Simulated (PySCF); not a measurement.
Species: BrGeH4P.
Atom-mapped SMILES: `[PH2:1][GeH2:2][Br:3]` (hydrogens: H4, H5 on P1; H6, H7 on Ge2)

Theory: PySCF, PBE0-D3(BJ)/def2-SVP geometry optimisation, gas phase.

**Question.** List the bond lengths and angles at this level.

**Answer.** 
```
          bond  length (pm)   order
        P1–Ge2        231.7  single
       Ge2–Br3        231.4  single
  P1–H4, P1–H5        143.0  single
Ge2–H6, Ge2–H7        153.8  single
```

Bonds in one row agree within 1 pm and their mean is given. Orders are formal, as drawn. A selection of angles:
```
     angle  degrees
 Ge2–P1–H4     92.9
 Ge2–P1–H5     92.1
  H4–P1–H5     93.2
P1–Ge2–Br3    106.9
 P1–Ge2–H6    110.1
 P1–Ge2–H7    115.0
Br3–Ge2–H6    107.2
Br3–Ge2–H7    105.9
 H6–Ge2–H7    111.2
```

Ge2 (germanium bonded to Br, P and 2 H) is distorted tetrahedral (angles from 105.9° to 115.0°). P1 (three-coordinate phosphorus) is pyramidal (angles 93.2°, 92.9° and 92.1°, sum 278.2°, 0.88 Å off the plane of its three neighbours).

No frequency check. The numbers are those of one conformer (H–P1–Ge2–Br3 -77° and -170°).
